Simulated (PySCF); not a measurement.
Structure problem from calculated spectra and properties.

Elements present: C, H and O. Monoisotopic mass: 146.0732 u.

* Dipole: 3.72 D [PBE0/pcSseg-1]
* 13C NMR: chemical shifts (computed TMS as zero) by class: 195.3 (1 C), 154.7 (1 C), 153.3 (1 C), 139.7 (1 C), 137.0 (2 C), 131.4 (2 C), 123.2 (1 C), 24.5 (1 C) ppm [GIAO PBE0/pcSseg-1]
* 1H NMR: chemical shifts (computed TMS as zero) by class: 10.18 (1 H), 8.19 (2 H), 7.82 (2 H), 5.74 (1 H), 5.62 (1 H), 2.32 (3 H) ppm [GIAO PBE0/pcSseg-1]
* NMR, other nuclei: isotropic shieldings of nuclei other than C and H, by class: -326 (1 O) ppm [GIAO PBE0/pcSseg-1]
* Rotational structure: rotational constants A, B, C: 3.324, 0.581, 0.508 GHz [GFN2-xTB]

Gas-phase values; electronic properties from PySCF, density fitting. Levels stand in brackets. One conformer (not necessarily the lowest) at the GFN2-xTB geometry, without solvent, vibrations or thermal averaging. NMR values are class means; diastereotopic atoms form classes of their own.

Task: Which formula fits the mass and the elements?

Result: C10H10O (calculated 146.0732). No other formula that holds each of these elements comes within 0.0003 u with a fitting electron parity and a possible valence count.

Task: Propose a structure and show how it fits.

Result: Numbering: `[CH2:1]=[C:2]([CH3:3])[c:4]1[cH:5][cH:6][c:7]([CH:8]=[O:9])[cH:10][cH:11]1`. Its formula, C10H10O, gives 6 degrees of unsaturation: 1 ring and 5 π bonds in the structure found (Kekulé form). 10 carbons fall into 8 classes; from least to most shielded: aldehyde carbon [C8] (195.3 ppm), substituted aromatic carbon [C4] (154.7 ppm), fully substituted alkene carbon [C2] (153.3 ppm), substituted aromatic carbon [C7] (139.7 ppm), aromatic CH carbon [C6/C10] (137.0 ppm, 2 C, up to 5.4 ppm apart in this geometry), aromatic CH carbon [C5/C11] (131.4 ppm, 2 C), terminal =CH2 carbon [C1] (123.2 ppm), allylic carbon [C3] (24.5 ppm). Hydrogen classes from least to most shielded: 1 H on an aldehyde carbon, C8 (10.18 ppm), 2 H on 2 aromatic CH carbons, C6/C10 (8.19 ppm, a mean of values up to 0.7 ppm apart in this geometry), 2 H on 2 aromatic CH carbons, C5/C11 (7.82 ppm), 1 H on a terminal =CH2 carbon, C1 (5.74 ppm), 1 H on a terminal =CH2 carbon, C1 (5.62 ppm), 3 H on an allylic carbon, C3 (2.32 ppm, a mean of values up to 0.8 ppm apart in this geometry). The other shieldings belong to: -326 ppm, aldehyde oxygen [O9]. The optimised geometry has point group C1 and is an asymmetric top. Structure: `C=C(C)C1=CC=C(C=O)C=C1`. Computed isomers that give other values at the same levels: `CC(=O)/C=C/c1ccccc1` (13C chemical shifts (computed TMS as zero) by class: 198.8 (1 C), 150.7 (1 C), 139.7 (1 C), 136.9 (1 C), 135.3 (2 C), 134.6 (2 C), 126.7 (1 C), 34.2 (1 C) ppm); `O=C(c1ccccc1)C1CC1` (13C chemical shifts (computed TMS as zero) by class: 209.7 (1 C), 146.9 (1 C), 137.4 (1 C), 134.0 (2 C), 133.6 (2 C), 22.1 (1 C), 15.0 (2 C) ppm); `C#Cc1ccc(OC)c(C)c1` (13C chemical shifts (computed TMS as zero) by class: 165.0 (1 C), 141.0 (1 C), 138.4 (1 C), 133.1 (1 C), 118.3 (1 C), 111.8 (1 C), 89.4 (1 C), 84.8 (1 C), 56.0 (1 C), 20.1 (1 C) ppm). The assignments are read from this structure; whether some other isomer fits the data as well wasn't checked.

Shape of the structure used: `[CH2:1]=[C:2]([CH3:3])[c:4]1[cH:5][cH:6][c:7]([CH:8]=[O:9])[cH:10][cH:11]1`: C1–C2–C4–C5 -145°, C6–C7–C8–O9 1°.
